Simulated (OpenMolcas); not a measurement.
A calculation on Fe⁵⁺.

| Item | Value |
| --- | --- |
| Program | OpenMolcas 26.06 |
| Method | SS-RASPT2, IPEA 0.25 Eh, imaginary shift 0.1 Eh (closed shells correlated: 3s) |
| Basis | ANO-RCC-VTZP [6s5p3d2f1g] |
| Scalar Hamiltonian | DKH2, point nucleus |
| Active space | 9 electrons in 8 orbitals (RAS1 3p, at most 2 holes; RAS2 3d) |
| State averaging | 2S+1 = 4 even, 10 roots; 2S+1 = 2 even, 40 roots |
| Spin-orbit coupling | RASSI with atomic mean-field integrals over the reference wave functions, term energies averaged over their components |

(1) Which level of the active space comes out lowest?

(2) How high does 3d3 2D 3/2(1) [68 %] lie?

(3) How high does 3d3 4P 1/2 lie?

(4) How high does 3d3 4P 5/2 lie?

(5) The level at 27300 cm-1 has J = 3/2. What is it made of, and what is its g factor?

Measured values: Corliss and Sugar, J. Phys. Chem. Ref. Data 11, 135 (1982).

Results:

(1) 3d3 4F 3/2, with 100 % of that term; it is also the measured ground level.

(2) 29950 cm-1 above the lowest level; measured 28628 cm-1 above the ground level, so the calculation is off by +5 %.

(3) 19620 cm-1 above the lowest level; measured 18738 cm-1 above the ground level, so the calculation is off by +5 %.

(4) 20510 cm-1 above the lowest level; measured 19611 cm-1 above the ground level, so the calculation is off by +5 %.

(5) 66 % 3d3 2P 3/2, 31 % 3d3 2D(1), 2 % 3d3 4P; g = 1.176, against 1.334 from Landé's formula for the pure leading term.

Term energies are means over components that CASPT2 splits; among the terms shown or strongly mixed into the levels shown the widest spread is 260 cm-1 (3d3 4F). Active for correlation alone: 3p; no level in the range computed is led by a configuration that opens it, so any true level of that kind is missing. Computed and measured levels are paired by configuration, term and J; levels that our copy of the source lacks, or whose pairing is in doubt (as where it misses far off the trend of its configuration), stay unpaired and out of the deviations. Levels of configurations outside the active space are missing.

A share in square brackets marks a mixed level and gives the weight of the term that names it. A number in round brackets counts repeated terms of one configuration in the order of the reference energies.
